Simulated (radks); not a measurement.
Spherical quantum dot in the effective-mass picture: electrons in a parabolic well V = omega^2 r^2 / 2 with omega = 2.19, with a point charge +1 (a donor) at the centre, all in effective atomic units (hartree* = m*/eps^2 hartree, bohr* = eps/m* bohr), one dielectric constant everywhere. Method: non-relativistic Kohn-Sham, LDA (Slater exchange, Perdew-Wang correlation), spin-polarised, spherical densities; computed with a radial shooting solver with Libxc functionals. Levels are named by radial order and angular momentum (1s, 1p, 1d, 2s, ...), and open shells are averaged over m. Each electron was tried in the lowest free levels, single moves between levels near the top were tried too, and the lowest total energy was kept; such a search can miss a lower state. At N = 1 the Hartree and exchange-correlation terms need not cancel, so that row can carry a self-interaction error.

\begin{tabular}{lrrrrrr}
N & open shells & 2S & E (hartree*) & addition energy mu(N+1) - mu(N) (hartree*) & e(HOMO) (hartree*) & rms radius (bohr*) \\ \hline
1 & 1s(up 1, down 0) & 1 & 1.50695 & 1.278 & 1.9977 & 0.7219 \\
2 & none & 0 & 4.29144 & 3.395 & 3.2579 & 0.7616 \\
3 & 1p(up 1, down 0) & 1 & 10.4707 & 0.7432 & 6.5462 & 0.8894 \\
4 & 1p(up 2, down 0) & 2 & 17.3933 & 0.7556 & 7.3003 & 0.9575 \\
5 & 1p(up 3, down 0) & 3 & 25.0714 & 0.9616 & 8.0552 & 1.004 \\
6 & 1p(up 3, down 1) & 2 & 33.7111 & 0.6934 & 8.9835 & 1.043 \\
7 & 1p(up 3, down 2) & 1 & 43.0443 & 0.7017 & 9.6839 & 1.076 \\
8 & none & 0 & 53.0792 & 2.235 & 10.385 & 1.104 \\
9 & 2s(up 1, down 0) & 1 & 65.3496 & 0.7122 & 12.589 & 1.148 \\
10 & none & 0 & 78.3321 & 0.7590 & 13.298 & 1.186 \\
11 & 1d(up 1, down 0) & 1 & 92.0737 & 0.5925 & 14.038 & 1.219 \\
12 & 1d(up 2, down 0) & 2 & 106.408 & 0.5899 & 14.630 & 1.248 \\
13 & 1d(up 3, down 0) & 3 & 121.332 & 0.5863 & 15.218 & 1.275 \\
14 & 1d(up 4, down 0) & 4 & 136.842 & 0.5820 & 15.802 & 1.299 \\
15 & 1d(up 5, down 0) & 5 & 152.934 & 0.7256 & 16.382 & 1.321 \\
16 & 1d(up 5, down 1) & 4 & 169.752 & 0.5572 & 17.097 & 1.342 \\
17 & 1d(up 5, down 2) & 3 & 187.127 & 0.5554 & 17.653 & 1.362 \\
18 & 1d(up 5, down 3) & 2 & 205.057 & 0.5526 & 18.207 & 1.381 \\
19 & 1d(up 5, down 4) & 1 & 223.540 & 0.5493 & 18.758 & 1.399 \\
20 & none & 0 & 242.572 & 2.017 & 19.306 & 1.416 \\
21 & 1f(up 1, down 0) & 1 & 263.622 & 0.5021 & 21.301 & 1.439 \\
22 & 1f(up 2, down 0) & 2 & 285.173 & 0.5001 & 21.802 & 1.460 \\
23 & 1f(up 3, down 0) & 3 & 307.225 & 0.4979 & 22.301 & 1.480 \\
24 & 1f(up 4, down 0) & 4 & 329.774 & 0.4955 & 22.798 & 1.499 \\
25 & 1f(up 5, down 0) & 5 & 352.819 & 0.4929 & 23.292 & 1.516 \\
26 & 1f(up 6, down 0) & 6 & 376.357 & 0.4903 & 23.783 & 1.534 \\
27 & 1f(up 7, down 0) & 7 & 400.385 & 0.6150 & 24.272 & 1.550 \\
28 & 1f(up 7, down 1) & 6 & 425.028 & 0.4766 & 24.882 & 1.566 \\
29 & 1f(up 7, down 2) & 5 & 450.148 & 0.4751 & 25.358 & 1.581 \\
30 & 1f(up 7, down 3) & 4 & 475.743 & 0.4733 & 25.832 & 1.596 \\
31 & 1f(up 7, down 4) & 3 & 501.811 & 0.4713 & 26.304 & 1.610 \\
32 & 1f(up 7, down 5) & 2 & 528.350 & 0.4692 & 26.774 & 1.624 \\
33 & 1f(up 7, down 6) & 1 & 555.359 & 0.4671 & 27.243 & 1.638 \\
34 & none & 0 & 582.835 & 0.5885 & 27.709 & 1.651 \\
35 & 2p(up 1, down 0) & 1 & 610.899 & 0.4750 & 28.302 & 1.664 \\
36 & 2p(up 2, down 0) & 2 & 639.439 & - & 28.776 & 1.677 \\
\end{tabular}

All shells are closed at N = 2, 8, 10, 20, 34 (there: 1s2 1p6 1d10 2s2 1f14); the second difference of the energy has clear peaks (12 % above both neighbours; the first and last values, which can be the largest, are not judged, and half-filled shells can peak too) at N = 2, 5, 8, 15, 20, 27, 34.
